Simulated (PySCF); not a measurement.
A GIAO shielding run with PySCF 2.14 (density fitting, non-relativistic, gas phase) on SMILES CC(C)(C)[SiH]1OCCO1, C6H14O2Si:

```
$ OMP_NUM_THREADS=1 python probes_run.py task.json out

{"job": {"kind": "nmr", "xc": "PBE0", "basis": "pcSseg-1"}, "charge": 0, "multiplicity": 1}
C     -1.956611     1.279991    -0.022437
C     -1.173843    -0.030553     0.099391
C     -1.900666    -1.003940     1.031379
C     -0.964097    -0.661811    -1.278573
Si     0.505943     0.359565     0.842288
O      1.399164     1.355150    -0.177131
C      2.697651     0.820012    -0.335510
C      2.594324    -0.698238    -0.130890
O      1.587671    -0.928547     0.835030
H     -1.442808     2.000066    -0.679039
H     -2.105846     1.762920     0.957507
H     -2.957168     1.090959    -0.449758
H     -1.346728    -1.949994     1.143486
H     -2.899597    -1.248045     0.628886
H     -2.047860    -0.578083     2.037521
H     -0.391676    -1.600584    -1.206847
H     -0.419882     0.018005    -1.952584
H     -1.935185    -0.897172    -1.747986
H      0.369384     0.902029     2.225474
H      3.080788     1.068143    -1.338298
H      3.383941     1.266020     0.409311
H      3.548289    -1.125934     0.217510
H      2.325505    -1.197549    -1.080812
```

Hardware: 1 thread of an Arm Neoverse V1, shared host. The job also computes population analyses, field gradients, ring-centre shieldings.

(1) How large is the calculation?

(2) How long does it take, and how much memory does it need?

(3) And these other runs on the same molecule and hardware: GIAO shielding at B97-2/pcSseg-1?

Answers

(1) 80 electrons, 230 basis functions and 1213 auxiliary functions.

(2) 49 s of wall time, with 13 SCF cycles and 4 response iterations; peak memory 1.2 GiB. Times on a shared host scatter by some tens of per cent.

(3) B97-2/pcSseg-1: 230 functions, 47 s.
